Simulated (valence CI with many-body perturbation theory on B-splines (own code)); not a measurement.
E1 transitions of Gd XVI

Level of theory: relativistic CI+MBPT: three valence electrons over a frozen Dirac-Fock core [Kr] 4d10, a basis of 8 s, 8 p, 9 d, 9 f, 6 g, 3 h, 2 i functions for each j, with the one-electron correlation potential Σ1, the two-electron term Σ2, the three-electron term Σ3, Breit, model QED; selected CI, second order for the rest (own B-spline code, finite nucleus).

No measured levels were compared; by estimate terms of the open shell hold to a few per cent of their energy, and close levels can change places; configurations with another count of f electrons can be misplaced by thousands of cm⁻¹. Core correlation moves these levels by up to 36000 cm⁻¹, and in measured spectra 5 to 20 % of such shifts remained as error; rates that hang on mixing are uncertain with them.

Lines 101 to 150 of 200 in falling wavelength, among levels below 118490 cm⁻¹, chosen from the strongest by gf and those to the six lowest levels. Wavelengths and rates use the calculated energies, so an error of 2000 cm⁻¹ moves a line at 2043 Å by 4.1 % and its rate by three times that or more. Electric multipoles are in the length gauge, E1 and E2 with the static RPA response of the core. Weak lines are less certain than strong ones. Lines between different terms over intervals too small for the method are left out, as are lines whose strength nearly cancels. Where a level lies close to another of its J and parity, the split of strength between their lines is uncertain. The highest levels of a list are the least certain.

Names give the largest LS component (configuration and term), which can be under half, so a name can repeat, a term be missing and a line seem to break the LS rules; names also repeat where a configuration has a term twice. Letters in brackets count levels of one name in rising energy.

```
λ vac (Å)           Upper             Lower   A (s⁻¹)  S (a.u.) with core polarisation  S without
     2043   4f2 5s 4F_7/2       4f3 4F°_5/2  7.50e+02                         2.53e-05   2.90e-05
     2042   4f2 5s 2F_5/2   4f3 2G°_7/2 [a]  3.91e+03                         9.86e-05   1.08e-04
     2022   4f2 5s 2H_9/2   4f3 2H°_9/2 [a]  5.52e+02                         2.25e-05   2.23e-05
     2009  4f2 5s 2I_13/2      4f3 2L°_15/2  1.66e+02                         9.32e-06   9.68e-06
     1986   4f2 5s 4P_3/2       4f3 4D°_5/2  6.34e+02                         9.81e-06   1.11e-05
     1986   4f2 5s 4P_3/2       4f3 4D°_3/2  1.79e+03                         2.77e-05   3.29e-05
     1984  4f2 5s 2H_11/2  4f3 2H°_11/2 [a]  2.96e+03                         1.37e-04   1.47e-04
     1977   4f2 5s 4F_7/2   4f3 2H°_9/2 [a]  1.88e+02                         5.75e-06   6.98e-06
     1964   4f2 5s 2P_3/2   4f3 2D°_5/2 [b]  1.97e+03                         2.94e-05   3.15e-05
     1953   4f2 5s 2F_7/2       4f3 4G°_9/2  2.01e+03                         5.89e-05   6.60e-05
     1949   4f2 5s 2D_5/2   4f3 2D°_5/2 [a]  4.28e+03                         9.38e-05   9.93e-05
     1927  4f2 5s 2I_13/2      4f3 2I°_11/2  2.81e+03                         1.39e-04   1.61e-04
     1923  4f2 5s 2I_11/2      4f3 2I°_11/2  8.18e+03                         3.44e-04   3.88e-04
     1921   4f2 5s 2D_3/2   4f3 2D°_5/2 [a]  1.59e+03                         2.22e-05   2.25e-05
     1904   4f2 5s 2P_3/2   4f3 2D°_3/2 [b]  3.31e+03                         4.52e-05   4.85e-05
     1903   4f2 5s 4F_9/2   4f3 2H°_9/2 [a]  2.42e+03                         8.24e-05   9.29e-05
     1875   4f2 5s 2G_7/2       4f3 4F°_7/2  1.55e+02                         4.05e-06   4.47e-06
     1868   4f2 5s 2G_9/2  4f3 2H°_11/2 [a]  4.35e+02                         1.40e-05   1.45e-05
     1861   4f2 5s 2D_3/2       4f3 2P°_1/2  3.01e+03                         3.84e-05   4.09e-05
     1834   4f2 5s 4P_5/2       4f3 4D°_5/2  5.60e+02                         1.02e-05   1.23e-05
     1834   4f2 5s 4P_5/2       4f3 4D°_3/2  7.35e+02                         1.34e-05   1.57e-05
     1821   4f2 5s 2G_9/2       4f3 4F°_9/2  2.09e+03                         6.21e-05   6.88e-05
     1809   4f2 5s 2F_5/2       4f3 4S°_3/2  1.52e+02                         2.67e-06   2.91e-06
     1807   4f2 5s 2F_5/2       4f3 4F°_7/2  1.53e+03                         2.67e-05   3.03e-05
     1803   4f2 5s 2G_7/2       4f3 4F°_5/2  1.48e+02                         3.44e-06   4.05e-06
     1781   4f2 5s 4H_9/2      4f3 4I°_11/2  7.36e+02                         2.05e-05   2.27e-05
     1781  4f2 5s 4H_11/2      4f3 4I°_13/2  7.20e+02                         2.41e-05   2.59e-05
     1779   4f2 5s 4P_5/2       4f3 2P°_3/2  3.37e+02                         5.62e-06   5.44e-06
     1766  4f2 5s 4H_13/2      4f3 4I°_15/2  6.97e+02                         2.65e-05   2.82e-05
     1751   4f2 5s 2G_7/2   4f3 2H°_9/2 [a]  4.32e+03                         9.15e-05   1.01e-04
     1750   4f2 5s 2D_5/2   4f3 2D°_3/2 [a]  2.58e+03                         4.10e-05   4.86e-05
     1740   4f2 5s 2F_5/2       4f3 4F°_5/2  2.34e+02                         3.65e-06   4.19e-06
     1734   4f2 5s 2P_1/2       4f3 4D°_1/2  1.36e+03                         6.99e-06   7.61e-06
     1727   4f2 5s 2D_3/2   4f3 2D°_3/2 [a]  5.90e+03                         6.00e-05   6.48e-05
     1721   4f2 5s 2G_9/2       4f3 4F°_7/2  3.21e+02                         8.07e-06   9.77e-06
     1719   4f2 5s 4H_7/2       4f3 4I°_9/2  1.24e+03                         2.48e-05   2.84e-05
     1716   4f2 5s 4P_3/2   4f3 2D°_5/2 [a]  2.32e+02                         2.31e-06   2.07e-06
     1702  4f2 5s 2H_11/2   4f3 2H°_9/2 [a]  7.05e-02                         2.06e-09   1.66e-08
     1670   4f2 5s 2P_1/2       4f3 4D°_3/2  1.47e+04                         6.76e-05   7.50e-05
     1668   4f2 5s 4P_3/2       4f3 2P°_1/2  3.10e+02                         2.84e-06   2.95e-06
     1656   4f2 5s 2F_7/2       4f3 4F°_9/2  1.90e+03                         3.40e-05   3.94e-05
     1655   4f2 5s 2F_5/2       4f3 4F°_3/2  6.85e+02                         9.20e-06   1.06e-05
     1637   4f2 5s 4H_9/2       4f3 4I°_9/2  3.01e+02                         6.51e-06   7.43e-06
     1635  4f2 5s 4H_11/2      4f3 4I°_11/2  2.31e+02                         5.99e-06   6.96e-06
     1624   4f2 5s 2P_1/2       4f3 2P°_3/2  1.22e+03                         5.16e-06   5.58e-06
     1623  4f2 5s 4H_13/2      4f3 4I°_13/2  1.15e+02                         3.38e-06   3.93e-06
     1601   4f2 5s 4P_5/2   4f3 2D°_5/2 [a]  7.22e+03                         8.79e-05   1.01e-04
     1597  4f2 5s 2I_13/2      4f3 4G°_11/2  1.20e+02                         3.37e-06   3.79e-06
     1573   4f2 5s 2F_7/2       4f3 4F°_7/2  4.71e+02                         7.24e-06   7.86e-06
     1571   4f2 5s 2P_3/2       4f3 4D°_5/2  5.95e+03                         4.56e-05   5.09e-05
```
